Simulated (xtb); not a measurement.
C₂H₉InN, charge +1, singlet, at a GFN2-xTB geometry (such geometries of metal compounds can be far from the true shape); xtb with GFN0-xTB.

Input for xtb:
```
$ xtb coord --gfn 0 --chrg 1 --json

# file coord
$coord
      0.0194493636       0.4877157872       0.1320736769  in
      3.2842994071       1.6004483990      -2.3817948771  c
      4.9460996167       0.5861315144      -1.7178859960  h
      3.5573064017       3.6338124741      -2.2407704557  h
      2.7909231153       1.0504538339      -4.3016662341  h
     -3.2071890192       0.4345783516       2.9257573798  c
     -4.8497373415      -0.3243916905       1.9470103753  h
     -3.5505243448       2.3580955761       3.5672642569  h
     -2.6464440478      -0.7754378525       4.4917930535  h
     -0.1573377657      -4.0522314941      -1.0904068772  n
     -1.4103671787      -4.3736664246      -2.5172808136  h
     -0.6968832225      -5.1846074689       0.3712405711  h
      1.5453106316      -4.7130040346      -1.7022422573  h
$end
```

What the program printed (banner, timings and long lists left out):

```
   ID    Z sym.   atoms
    1   49 in     1
    2    6 c      2, 6
    3    1 h      3-5, 7-9, 11-13
    4    7 n      10

           -------------------------------------------------
          |                Calculation Setup                |
           -------------------------------------------------

           -------------------------------------------------
          |                 G F N 0 - x T B                 |
           -------------------------------------------------

          ...................................................
          :                      SETUP                      :
          :.................................................:
          :  # basis functions                  40          :
          :  # atomic orbitals                  39          :
          :  # shells                           27          :
          :  # electrons                        24          :
          :  electronic temp.          300.0000000     K    :
          :  accuracy                    1.0000000          :
          :  -> integral cutoff          0.2500000E+02      :
          :  -> integral neglect         0.1000000E-07      :
          ...................................................

         :::::::::::::::::::::::::::::::::::::::::::::::::::::
         ::                     SUMMARY                     ::
         :::::::::::::::::::::::::::::::::::::::::::::::::::::
         :: total energy             -11.718727652527 Eh    ::
         :: gradient norm              0.007906051629 Eh/a0 ::
         :: HOMO-LUMO gap              2.344508624283 eV    ::
         ::.................................................::
         :: H0 energy                -13.117829379859 Eh    ::
         :: repulsion energy           0.178737627186 Eh    ::
         :: electrostat energy         1.222538771018 Eh    ::
         :: -> Gsolv                   0.000000000000 Eh    ::
         ::    -> Gsasa                0.000000000000 Eh    ::
         ::    -> Gshift               0.000000000000 Eh    ::
         :: dispersion energy         -0.002174670872 Eh    ::
         :: short-range corr.         -0.000000000000 Eh    ::
         :: add. restraining           0.000000000000 Eh    ::
         :: total charge               1.000000000000 e     ::
         :::::::::::::::::::::::::::::::::::::::::::::::::::::

           -------------------------------------------------
          |                Property Printout                |
           -------------------------------------------------

    * Orbital Energies and Occupations

         #    Occupation            Energy/Eh            Energy/eV
      -------------------------------------------------------------
         1        2.0000           -0.6964378             -18.9510
         2        2.0000           -0.6195962             -16.8601
         3        2.0000           -0.6192017             -16.8493
         4        2.0000           -0.5609377             -15.2639
         5        2.0000           -0.5605774             -15.2541
         6        2.0000           -0.5309518             -14.4479
         7        2.0000           -0.5305966             -14.4383
         8        2.0000           -0.5304389             -14.4340
         9        2.0000           -0.5303081             -14.4304
        10        2.0000           -0.5091384             -13.8544
        11        2.0000           -0.4585134             -12.4768
        12        2.0000           -0.4122168             -11.2170 (HOMO)
        13                         -0.3260577              -8.8725 (LUMO)
        14                         -0.2077192              -5.6523
        15                         -0.1717628              -4.6739
        16                         -0.1523576              -4.1459
        17                         -0.1409353              -3.8350
        18                         -0.1372795              -3.7356
        19                         -0.1316287              -3.5818
        20                         -0.1244761              -3.3872
        21                         -0.1148397              -3.1249
        22                         -0.0926719              -2.5217
        23                         -0.0514937              -1.4012
       ...                                ...                  ...
        39                          1.3885541              37.7845
      -------------------------------------------------------------
                  HL-Gap            0.0861591 Eh            2.3445 eV
             Fermi-level            0.0000000 Eh            0.0000 eV

     #   Z          covCN         q      C6AA      α(0)
     1  49 in       2.278     0.492   314.416    35.897
     2   6 c        3.611    -0.527    37.411     8.921
     3   1 h        0.925     0.250     0.879     1.466
     4   1 h        0.925     0.249     0.880     1.467
     5   1 h        0.925     0.252     0.872     1.460
     6   6 c        3.611    -0.526    37.404     8.920
     7   1 h        0.925     0.252     0.871     1.460
     8   1 h        0.925     0.249     0.880     1.467
     9   1 h        0.925     0.250     0.879     1.466
    10   7 n        3.179    -1.258    65.845    12.150
    11   1 h        0.860     0.440     0.413     1.006
    12   1 h        0.860     0.439     0.414     1.008
    13   1 h        0.860     0.439     0.415     1.009

 Mol. C6AA /au·bohr⁶  :       2049.998624
 Mol. C8AA /au·bohr⁸  :     117752.175994
 Mol. α(0) /au        :         77.697030

Wiberg/Mayer (AO) data.
largest (>0.10) Wiberg bond orders for each atom

 ---------------------------------------------------------------------------
     #   Z sym  total        # sym  WBO       # sym  WBO       # sym  WBO
 ---------------------------------------------------------------------------
     1  49 in   1.747 --     6 c    0.673     2 c    0.673    10 n    0.271
     2   6 c    3.958 --     4 h    0.964     3 h    0.962     5 h    0.962
                             1 in   0.673     6 c    0.349
     3   1 h    0.983 --     2 c    0.962
     4   1 h    0.983 --     2 c    0.964
     5   1 h    0.983 --     2 c    0.962
     6   6 c    3.958 --     8 h    0.964     9 h    0.962     7 h    0.962
                             1 in   0.673     2 c    0.349
     7   1 h    0.983 --     6 c    0.962
     8   1 h    0.983 --     6 c    0.964
     9   1 h    0.983 --     6 c    0.962
    10   7 n    3.259 --    13 h    0.969    12 h    0.969    11 h    0.968
                             1 in   0.271
    11   1 h    0.972 --    10 n    0.968
    12   1 h    0.972 --    10 n    0.969
    13   1 h    0.972 --    10 n    0.969
 ---------------------------------------------------------------------------

Topologies differ in total number of bonds
Writing topology from bond orders to xtbtopo.mol

 dipole moment from electron density (au)
     X       Y       Z
  -0.0489  -1.2460  -0.3356  total (Debye):    3.282

           -------------------------------------------------
          | TOTAL ENERGY              -11.718727652527 Eh   |
          | GRADIENT NORM               0.007906051629 Eh/α |
          | HOMO-LUMO GAP               2.344508624283 eV   |
           -------------------------------------------------

normal termination of xtb
```
